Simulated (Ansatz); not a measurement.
Reaction (cleavage of the Al–Si bond): `F[CH2][AlH][SiH3]` + CH₃SH → `C[S][AlH][CH2]F` + SiH₄

Program: Ansatz. Geometries: PBE0-D4/def2-TZVP. ΔE: electronic, gas phase. CCSD(T)/CBS is the MP2 limit (def2-TZVPP, def2-QZVPP) plus CCSD(T) − MP2 in def2-TZVPP, frozen cores. This one scheme is used for every species. DFT in def2-TZVPP. B3LYP here is the variant with VWN-RPA as its local correlation; programs differ in this. Each species was taken in one conformer, which may not be the lowest.

| level | ΔE (kJ/mol) | difference from CCSD(T)/CBS |
| --- | --- | --- |
| PBE-D4 | -100.7 | 10.8 |
| r2SCAN-D4 | -111.4 | 0.1 |
| PBE0-D4 | -102.7 | 8.8 |
| B3LYP-D4 | -111.6 | -0.1 |
| ωB97X-V | -107.8 | 3.7 |
| ωB97M-V | -114.2 | -2.7 |
| B2PLYP | -113.0 | -1.5 |
| PBE | -98.0 | 13.5 |
| r2SCAN | -110.6 | 0.9 |
| PBE0 | -100.4 | 11.1 |
| B3LYP | -107.4 | 4.1 |
| HF/def2-TZVPP | -113.0 | -1.5 |
| MP2/def2-TZVPP | -120.5 | -9.0 |
| SCS-MP2/def2-TZVPP | -117.3 | -5.8 |
| CCSD/def2-TZVPP | -108.3 | 3.2 |
| CCSD(T)/def2-TZVPP | -110.1 | 1.4 |
| HF/def2-QZVPP | -112.5 | -1.0 |
| MP2/def2-QZVPP | -121.1 | -9.6 |
| SCS-MP2/def2-QZVPP | -118.1 | -6.6 |
| HF/CBS(def2) | -112.4 | -0.9 |
| MP2/CBS(def2) | -121.9 | -10.4 |
| CCSD/CBS(def2) | -109.7 | 1.8 |
| CCSD(T)/CBS | -111.5 | 0 |

Largest T1 diagnostic among the species: 0.012.

The D4 term adds −4.2 kJ/mol with B3LYP and −2.4 kJ/mol with PBE0; it sums over pairs of atoms, weighted by their polarisabilities, and B3LYP, whose exchange is more repulsive, gets the larger term.
